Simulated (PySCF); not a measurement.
ClI, triplet, at a GFN2-xTB geometry (a higher spin typed on purpose: for a closed-shell molecule this is an excited state) (all electrons, no relativity); HF/6-311G** in PySCF.

The PySCF input:
```python
from pyscf import gto, scf

mol = gto.M(
    atom='''
Cl   -0.00000000   -0.00000000   -2.11796384
I     0.00000000    0.00000000    0.67934689
''',
    basis='6-311g**',
    spin=2,
    verbose=3,
)

mf = scf.UHF(mol)
mf.kernel()
mf.analyze()
```

Problem. What does PySCF print? Leave out banner, timings and long lists.

Solution. 
```
converged SCF energy = -7376.2744337475  <S^2> = 2.0176097  2S+1 = 3.0117169
**** MO energy ****
                             alpha | beta                alpha | beta
MO #1   energy= -1177.21876541147  | -1177.21523557927  occ= 1 | 1
MO #2   energy= -180.92475032047   | -180.923175540318  occ= 1 | 1
MO #3   energy= -169.733419921803  | -169.728815547399  occ= 1 | 1
MO #4   energy= -169.73091317325   | -169.72831030684   occ= 1 | 1
MO #5   energy= -169.729767074785  | -169.72770902322   occ= 1 | 1
MO #6   energy= -104.842581029156  | -104.832307757528  occ= 1 | 1
MO #7   energy= -37.9794295496295  | -37.9756069954067  occ= 1 | 1
MO #8   energy= -33.1710213751721  | -33.1606865284133  occ= 1 | 1
MO #9   energy= -33.163591233719   | -33.1595412657964  occ= 1 | 1
MO #10  energy= -33.1608226738671  | -33.1594159961739  occ= 1 | 1
MO #11  energy= -24.3517568939702  | -24.3481936211831  occ= 1 | 1
MO #12  energy= -24.350532993732   | -24.3473939697605  occ= 1 | 1
MO #13  energy= -24.348949894397   | -24.3464292334831  occ= 1 | 1
MO #14  energy= -24.3441743294128  | -24.3432916582428  occ= 1 | 1
MO #15  energy= -24.3441098420792  | -24.3432285652125  occ= 1 | 1
MO #16  energy= -10.5674735917885  | -10.5566386362093  occ= 1 | 1
MO #17  energy= -8.05052212583532  | -8.02325166258773  occ= 1 | 1
MO #18  energy= -8.02990130648525  | -8.02280348676531  occ= 1 | 1
MO #19  energy= -8.02918104098584  | -8.00856173203431  occ= 1 | 1
MO #20  energy= -7.29881313487834  | -7.28852954463153  occ= 1 | 1
MO #21  energy= -5.53864353808265  | -5.51492685282485  occ= 1 | 1
MO #22  energy= -5.52126036243052  | -5.51260414371912  occ= 1 | 1
MO #23  energy= -5.51443549812347  | -5.51190014279506  occ= 1 | 1
MO #24  energy= -2.45608969668281  | -2.44351323775832  occ= 1 | 1
MO #25  energy= -2.45248778177097  | -2.44120612590667  occ= 1 | 1
MO #26  energy= -2.44735935141992  | -2.43822533417276  occ= 1 | 1
MO #27  energy= -2.4332755440806   | -2.42948910759553  occ= 1 | 1
MO #28  energy= -2.43308839023891  | -2.42945771999407  occ= 1 | 1
MO #29  energy= -1.10129148007773  | -1.00394023654995  occ= 1 | 1
MO #30  energy= -0.912770681782574 | -0.795956498839719 occ= 1 | 1
MO #31  energy= -0.568043594020852 | -0.456002373859566 occ= 1 | 1
MO #32  energy= -0.504096650456614 | -0.445144001530598 occ= 1 | 1
MO #33  energy= -0.477824888490302 | -0.41545471699416  occ= 1 | 1
MO #34  energy= -0.459083057703801 | -0.397250123985933 occ= 1 | 1
MO #35  energy= -0.424497093013449 | -0.0801689844315141 occ= 1 | 0
MO #36  energy= -0.393540756913918 | -0.0164497959571639 occ= 1 | 0
MO #37  energy= 0.269251204730361  | 0.288445637267933  occ= 0 | 0
MO #38  energy= 0.269335797761462  | 0.29972380895902   occ= 0 | 0
MO #39  energy= 0.29346330593111   | 0.312700511935654  occ= 0 | 0
MO #40  energy= 0.352086286789608  | 0.37631927812836   occ= 0 | 0
MO #41  energy= 0.404968258771651  | 0.427306959873043  occ= 0 | 0
MO #42  energy= 0.417778710286251  | 0.432077887867804  occ= 0 | 0
MO #43  energy= 0.431164459023083  | 0.472085499695647  occ= 0 | 0
MO #44  energy= 0.495375858266474  | 0.570920961910618  occ= 0 | 0

To work with the spin densities directly, `use mulliken_meta_spin()` only printing them here.

 ** Mulliken spin pop alpha/beta on meta-lowdin orthogonal AOs **
 ** Mulliken Spin Density (per atom)  **
spin density of  0 Cl =      0.75996
spin density of  1 I =      1.24004
 ** Mulliken pop alpha/beta on meta-lowdin orthogonal AOs **
 ** Mulliken atomic charges   ( Nelec_alpha | Nelec_beta ) **
charge of  0Cl =     -0.23707  (     8.99851      8.23856 )
charge of  1I =      0.23707  (    27.00149     25.76144 )
Dipole moment(X, Y, Z, Debye):  0.00000,  0.00000,  2.51918
```
